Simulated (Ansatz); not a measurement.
`C[O][Zn][OH]` + HCl → `C[O][Zn][Cl]` + H₂O  (ligand exchange at a Zn–O bond)

Program: Ansatz. Geometries: PBE0-D4/def2-TZVP. ΔE: electronic, gas phase. CBS: MP2 limit from def2 TZ/QZ plus the TZ coupled-cluster correction, frozen cores. This one scheme is used for every species. For Zn outer-core shells are correlated without core-valence functions, which leaves a few kJ/mol of doubt a bond. Scalar relativity is left out up to krypton. Each species was taken in one conformer, which may not be the lowest.

| species | CCSD(T)/CBS(def2) energy (Eh) |
| --- | --- |
| `C[O][Zn][OH]` | -1969.20515 |
| HCl | -460.38127 |
| `C[O][Zn][Cl]` | -2353.24457 |
| H₂O | -76.37941 |

(1) Work out ΔE.

Largest T1 diagnostic among the species: 0.017.

Answers

(1) ΔE = (-2353.24457) + (-76.37941) − (-1969.20515) − (-460.38127) = -0.03756 Eh = -98.6 kJ/mol.

From PBE to PBE0 (25 % exact exchange), in def2-TZVPP and without D4, ΔE moves by −11.0 kJ/mol. In def2-TZVPP, CCSD(T) changes the Hartree–Fock value by +26.3 kJ/mol (the triples alone add +2.8 kJ/mol) and MP2 by +27.4 kJ/mol. At CCSD(T), def2-SVP lies +5.9 kJ/mol from the extrapolated value and def2-TZVPP +7.5 kJ/mol.
